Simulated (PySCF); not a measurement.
Molecule: `C/N=C/c1ccsc1[S-]`, [C₆H₆NS₂]-.

Bonds (- single, = double, # triple, : aromatic): C1-N2, N2=C3, C3-C4, C4:C5, C5:C6, C6:S7, S7:C8, C8-S9, C8:C4. C1 carries H10, H11, H12; C3 carries H13; C5 carries H14; C6 carries H15. Formal charges: S9 -1. Stereochemistry as in C/N=C/c1ccsc1[S-].

Total charge -1.

Frames of a GFN2-xTB Langevin trajectory at 300 K; GIAO PBE0/pcSseg-1 shieldings in PySCF 2.14.0 with density-fitted response routines, gas phase, non-relativistic; equivalent atoms averaged within each frame.

References, each an isolated molecule treated in the same way: 13C (σref 186.93), 1H (σref 31.72) against TMS; 15N (σref 267.73) against NH3; 33S (σref 503.73) vs CS2. The references are static minima.

Question: How do the shifts (ppm) fluctuate along the trajectory?

Answer: 
```csv
time (fs),C8,C3,C5,C4,C6,C1,N2,S7,S9,H13
optimised geometry,199.3,165.8,129.9,131.7,110.8,52.8,295.7,261,51,8.79
250,190.3,159.2,138.1,129.5,114.2,52.2,279.1,237,37,7.80
425,196.4,168.0,126.4,140.3,107.7,51.7,308.3,227,66,8.69
625,203.7,168.8,135.6,140.5,112.1,49.8,319.2,244,98,8.42
800,192.4,168.4,138.7,126.4,129.9,51.4,311.3,381,50,7.88
1000,204.9,169.4,129.8,131.6,116.3,50.6,301.0,279,68,9.73
mean of frames,197.5,166.8,133.7,133.7,116.0,51.1,303.8,274,64,8.51
standard deviation,6.6,4.3,5.4,6.4,8.4,1.0,15.2,63,23,0.78
```

5 frames give an uncertainty of the mean of about the standard deviation over 2.2 at best, since frames this close in time may not be independent; classical motion lacks zero-point vibration, and the reference would need the same averaging.
